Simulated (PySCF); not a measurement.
**Assigning NMR signals**

Atoms are numbered as in `[CH2:1]=[CH:2][Si@@:3]([OH:4])([CH:5]=[O:6])[SiH2:7][N:8]=[CH2:9]`; H(Xn) means a hydrogen on atom n. Ha(C1) is cis to Si3; Ha(C9) is cis to Si7; Ha(Si7) is pro-R; Hb(Si7) is pro-S; Hb(C1) is trans to Si3; Hb(C9) is trans to Si7.

PySCF calculation with σ from GIAO-PBE0/pcSseg-1 and coordinates at the GFN2-xTB level; a single conformation, in vacuum, relativity neglected.

δ = σ(ref) − σ, references computed at the same level: ¹³C (σ = 186.93 ppm) and ¹H (σ = 31.72 ppm) against TMS.

Problem. Assign these signals to the numbered atoms. ¹³C{¹H} NMR (computed): δ 254.9, 173.5, 143.0, 142.2.

Solution. 
```tsv
δ (ppm)	atoms	environment	reason
254.9	C5	carbonyl carbon	–
173.5	C9	C=N carbon	–
143.0	C2	alkene CH	as expected for a trigonal carbon in a double bond
142.2	C1	terminal =CH2 carbon	an sp2 carbon of a C=C bond
```

C2 and C1 lie closer than the usual error of such a calculation, so a measured spectrum could show them in the other order.

Problem. Assign these signals to the numbered atoms. ¹H NMR (400 MHz, computed): δ 12.52 (s, 1H), 8.60 (m, 1H), 8.59 (m, 1H), 6.48 (m, 1H), 6.12 (m, 1H), 5.93 (m, 1H), 5.35 (d, 1H), 4.96 (d, 1H), 2.24 (br s, 1H).

Solution. 
| δ (ppm) | atoms | environment | reason |
| --- | --- | --- | --- |
| 12.52 | H(C5) | hydrogen on a carbonyl carbon | – |
| 8.60 | Ha(C9) | hydrogen on a C=N carbon | – |
| 8.59 | Hb(C9) | hydrogen on a C=N carbon | – |
| 6.48 | Hb(C1) | hydrogen on a terminal =CH2 carbon | olefinic region |
| 6.12 | H(C2) | hydrogen on an alkene CH | olefinic region |
| 5.93 | Ha(C1) | hydrogen on a terminal =CH2 carbon | a vinylic proton, deshielded by the sp2 carbon and the C=C anisotropy |
| 5.35 | Ha(Si7) | hydrogen on a silicon bonded to N, Si | – |
| 4.96 | Hb(Si7) | hydrogen on a silicon bonded to N, Si | – |
| 2.24 | H(O4) | hydrogen on an oxygen bonded to Si | exchangeable; this is the value without hydrogen bonding to other molecules |

Ha(C9) and Hb(C9) lie closer than the usual error of such a calculation, so a measured spectrum could show them in the other order.

OH/NH shifts are gas-phase values; hydrogen bonding in solution moves them, usually downfield. Shifts are as computed. Against solution values, carbons near 30 ppm lie about +3 ppm off and those near 130 ppm about +5 ppm. Of 1309 compounds with measured shifts, 239 miss one by over three times the rms of a fit or turn the order of signals round; such compounds aren't used in these exercises. Multiplicities follow the n + 1 count of equivalent neighbours, as no J values were calculated; m marks all less simple cases, F and P coupling included.
